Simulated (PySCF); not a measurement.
## Two-dimensional NMR puzzle

Compound of formula C$_{4}$H$_{8}$O$_{3}$Si$_{2}$. Correlations simulated from computed shifts and the bond graph:

HSQC (one-bond C–H):
```
  δH     δC
9.86  186.0
4.41   62.7
```

COSY cross peaks (H two or three bonds apart, from the bond graph; peaks can be absent where the dihedral angle is near 90°):
```
  δH    δH
4.41  3.97
```

HMBC (two and three bonds, from the bond graph):
```
  δH                  δC
9.86   205.9, 64.0, 62.7
4.95                62.7
4.41  205.9, 186.0, 64.0
3.97          64.0, 62.7
```

Carbons without hydrogens: δ 205.9, 64.0.

- GFN2-xTB geometry
- shielding tensors at PBE0/pcSseg-1 (GIAO)
- run in PySCF 2.14.0 with density-fitted response routines
- gas phase, no relativistic terms, fast rotation and ring inversion assumed for equivalent nuclei, one conformer

Referencing at the same level of theory: ¹H (σ = 31.72 ppm), ¹³C (σ = 186.93 ppm) vs TMS.

Exchangeable hydrogens are left out of these lists.

Problem. Assemble the structure.

Solution. SMILES O=C=C(C=O)[C@@H]([SiH3])O[SiH3].

Numbering as in the mapped SMILES `[O:1]=[C:2]=[C:3]([CH:4]=[O:5])[C@@H:6]([SiH3:7])[O:8][SiH3:9]` (H(Xn): hydrogen on atom n).

δC 205.9 is C2, a central carbon of a ketene. δC 186.0 is C4, an aldehyde carbonyl carbon (δH 9.86). δC 64.0 is C3, a terminal carbon of a ketene. δC 62.7 is C6, an allylic sp3 CH bonded to O and Si (δH 4.41). HMBC from δH 9.86 reaches the proton-free carbons C2, C3. HMBC from δH 4.41 reaches the proton-free carbons C2, C3. HMBC from δH 3.97 reaches the proton-free carbon C3. COSY links 4.41–3.97.

The shifts were computed for this structure.

Shifts are as computed. Against solution values, carbons near 30 ppm lie about +3 ppm off and those near 130 ppm about +5 ppm. Of 1211 compounds with measured shifts, 218 miss one by over three times the rms of a fit or turn the order of signals round; such compounds aren't used in these exercises.
